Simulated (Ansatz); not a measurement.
Results of the Gaussian-basis code of Ansatz.

`C=CN([SiH2]Cl)[SiH2]Cl`. Charge 0, multiplicity 1. Geometry: relaxed with PBE0-D4/def2-TZVP. It is one conformer, not always the lowest.

```xyz
14

C    -0.203   -0.027   -2.205
C    -0.596   -0.466   -1.014
N    -0.103   -0.047    0.236
Si    1.350    0.889    0.349
Cl    1.054    2.844   -0.208
Si   -0.915   -0.606    1.658
Cl   -0.269   -2.476    2.218
H    -0.650   -0.441   -3.098
H     0.546    0.745   -2.336
H    -1.373   -1.224   -0.958
H     2.387    0.335   -0.543
H     1.747    0.881    1.772
H    -0.617    0.321    2.767
H    -2.358   -0.727    1.363
```

(1) What is the dipole moment at r2SCAN/def2-TZVPP? (An estimate is asked.)

(2) And with PBE, B3LYP, ωB97M-V? (An estimate is asked.)

(3) Give the Mulliken charges with r2SCAN, ωB97M-V, PBE in def2-TZVPP. (Estimate.)

Answers

(1) The calculation gave: 0.47 D, with components (-0.40, -0.21, -0.12) D in this frame, pointing from negative to positive charge.

(2) The calculation gave: PBE 0.46 D, B3LYP 0.47 D, ωB97M-V 0.49 D.

(3) The calculation gave: 
```tsv
atom	r2SCAN	ωB97M-V	PBE
C1	-0.23	-0.24	-0.22
C2	0.02	0.00	-0.04
N3	-0.25	-0.25	-0.10
Si4	0.46	0.31	0.35
Cl5	-0.25	-0.21	-0.21
Si6	0.48	0.33	0.36
Cl7	-0.25	-0.21	-0.21
H8	0.08	0.10	0.09
H9	0.07	0.08	0.07
H10	0.08	0.09	0.08
H11	-0.05	0.00	-0.04
H12	-0.05	0.00	-0.04
H13	-0.06	0.00	-0.04
H14	-0.06	-0.01	-0.05
```

B3LYP here is the variant with VWN-RPA as its local correlation; programs differ in this.
